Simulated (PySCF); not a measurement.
**Cu²⁺ (copper, charge +2) across methods**

[Ar] 3d8 4p1, one real determinant (an excited configuration). Calculation: PySCF 2.14, in x2c-TZVPPall with one added diffuse shell each of s, p, d, f type (7s6p5d3f1g, 80 functions); scalar relativity by spin-free X2C-1e.

| method | E (hartree) | mean ε 3d α (eV) | mean ε 3d β (eV) | mean ε 4p α (eV) | Σ⟨r²⟩ (bohr²) | ⟨S²⟩ |
| --- | --- | --- | --- | --- | --- | --- |
| revPBE | -1653.076 | -38.811 | -36.817 | -18.696 | 20.77 | 3.750 |
| PBE0 | -1652.936 | -42.161 | -39.953 | -19.455 | 20.75 | 3.751 |
| LDA | -1650.225 | -39.211 | -36.998 | -18.786 | 20.68 | 3.750 |
| PBEsol | -1651.521 | -38.901 | -36.769 | -18.693 | 20.71 | 3.750 |
| r2SCAN | -1653.156 | -39.441 | -37.472 | -18.879 | 20.66 | 3.751 |
| PBE | -1652.908 | -38.895 | -36.885 | -18.727 | 20.75 | 3.750 |
| M06-2X | -1653.201 | -45.655 | -43.107 | -20.194 | 20.76 | 3.752 |
| UHF | -1651.78314 | -51.069 | -48.165 | -21.113 | 21.05 | 3.752 |
| MN15 | -1654.130 | -42.970 | -40.581 | -19.926 | 20.75 | 3.750 |

⟨L²⟩ = 14.01 against 20 for a pure G term, so this real determinant mixes terms.
